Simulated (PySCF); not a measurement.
## Ionising SrHg

r²SCAN; basis Sr def2-SVP with ECP28, Hg def2-SVP with ECP60; scalar-relativistic core potentials; PySCF 2.14. Neutral (UKS): singlet (closed shell), Re = 3.886 Å, ωe = 32.8 cm⁻¹, De = 0.08 eV, HOMO -3.49 eV, LUMO -1.49 eV.

SrHg⁺ (UKS): doublet (σ ↑), Re = 3.454 Å, ωe = 67.4 cm⁻¹, De = 0.35 eV to Sr⁺ + Hg. The energies at the minima are -184.26147 hartree for SrHg and -184.07214 for SrHg⁺.

(1) Work out the adiabatic ionisation energy, without and with harmonic zero-point energies (1 hartree = 27.2114 eV, 1 eV = 8065.5 cm⁻¹), and the change of the bond length.

Closed-shell solutions of metal pairs were not tested for spin polarisation, which can lower them a little. Weak bonds: SrHg, SrHg⁺. Basis-set superposition, not corrected here, can be much of De in a small basis, most of all at correlated wavefunction levels. Spin–orbit coupling is left out. For an ion De counts to the pair picked by the measured ionisation energies or electron affinities, which need not be the lowest pair at this level. States were picked by a PBE0 search and need not be the measured ground states.

Results:

(1) At r²SCAN: 0.18933 hartree = 5.152 eV between the minima; the zero-point term (67.4 − 32.8)/2 cm⁻¹ = +0.002 eV makes it 5.154 eV. Re changes by -43.2 pm against the neutral. Minus the HOMO energy is 3.49 eV, -1.66 eV from the value between the minima; self-interaction puts the Kohn–Sham level too high, less so with exact exchange. The electron leaves a σ orbital, and the shorter bond of the ion fits an antibonding orbital, or a change in how ionic the bond is.
